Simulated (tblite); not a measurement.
Compound: C3H15BN2Si2.
Atom-mapped SMILES: `[CH3:1][CH2:2][NH:3][BH:4][CH2:5][N:6]([SiH3:7])[SiH3:8]` (hydrogens: H9, H10, H11 on C1; H12, H13 on C2; H14 on N3; H15 on B4; H16, H17 on C5; H18, H19, H20 on Si7; H21, H22, H23 on Si8)

Computed with GFN2-xTB (tblite), gas phase: L-BFGS steps from a force-field or distance-geometry start until the largest atomic force falls under 0.01 eV/Å.

Geometry at step 42:
```
atom  x, y, z in Å
C1      3.7626    0.5154   -0.2832
C2      2.5788    0.3901    0.6729
N3      1.4601   -0.2970    0.0523
B4      0.2941   -0.7342    0.6449
C5     -0.9364   -1.2022   -0.2557
N6     -2.0439   -0.2596   -0.0472
Si7    -1.6492    1.4178   -0.1618
Si8    -3.6675   -0.8345   -0.2165
H9      4.4413    1.2944    0.0578
H10     4.3240   -0.4151   -0.3583
H11     3.4132    0.7772   -1.2824
H12     2.8833   -0.1507    1.5698
H13     2.2545    1.3912    0.9951
H14     1.5731   -0.3245   -0.9576
H15     0.1750   -0.7038    1.8090
H16    -0.7043   -1.2328   -1.3294
H17    -1.2782   -2.2063    0.0147
H18    -1.3918    1.7516   -1.5748
H19    -2.7947    2.1216    0.4236
H20    -0.4303    1.7516    0.5936
H21    -4.5325    0.1147    0.4862
H22    -3.6991   -2.1769    0.3666
H23    -4.0368   -0.9610   -1.6343
```

**Question.** Give the atomic forces at this geometry.

**Answer.** 
```
atom  Fx (eV/Å)  Fy (eV/Å)  Fz (eV/Å)
  C1      0.025      0.015     -0.027
  C2      0.054      0.011     -0.005
  N3      0.092     -0.032     -0.281
  B4      0.021     -0.067     -0.062
  C5      0.004      0.030     -0.003
  N6      0.034      0.050      0.115
 Si7      0.033      0.108      0.094
 Si8      0.044     -0.095      0.026
  H9     -0.008     -0.046     -0.002
 H10     -0.106      0.000      0.037
 H11      0.032      0.083      0.063
 H12      0.002     -0.054      0.105
 H13      0.021     -0.024     -0.099
 H14     -0.185     -0.003      0.225
 H15      0.071      0.010      0.043
 H16      0.080     -0.052     -0.010
 H17     -0.024      0.031     -0.010
 H18     -0.041      0.116      0.020
 H19      0.102      0.002     -0.146
 H20     -0.150     -0.014     -0.037
 H21      0.022     -0.082     -0.075
 H22     -0.024     -0.016      0.070
 H23     -0.097      0.029     -0.039
```

The largest, 0.30 eV/Å, acts on N3 (H14 within 3 % of it); the rms over all components is 0.077 eV/Å. The forces sum to zero within rounding, as they must for an isolated molecule in no field.

**Question.** Give the force on N3 in Eh/bohr and in nN.

**Answer.** 0.297 eV/Å ÷ 51.422 = 0.00578 Eh/bohr, and 0.297 eV/Å × 1.602 = 0.48 nN.

**Question.** How far is this geometry from the end of the optimisation?

**Answer.** 0.217 eV above it, and 0.951 Å rms away after alignment. The bonds farthest from their final lengths, with half the difference of the two atoms' forces along the bond (positive lengthens):

```csv
bond,now (Å),final (Å),force along bond (eV/Å)
Si7–H19,1.466,1.459,-0.10
Si8–H22,1.464,1.470,-0.03
C2–N3,1.452,1.447,+0.05
N3–H14,1.017,1.012,-0.27
Si7–H18,1.475,1.470,+0.03
Si8–H21,1.464,1.461,-0.01
```

The angle farthest from its final value is N6–Si8–H22, 106.6° against 113.6°.

The cost below is that of the whole relaxation. On Arm Neoverse N1, one thread, no GPU, shared host with 64 logical CPUs at a one-minute load of 61, this took 3.9 s wall.
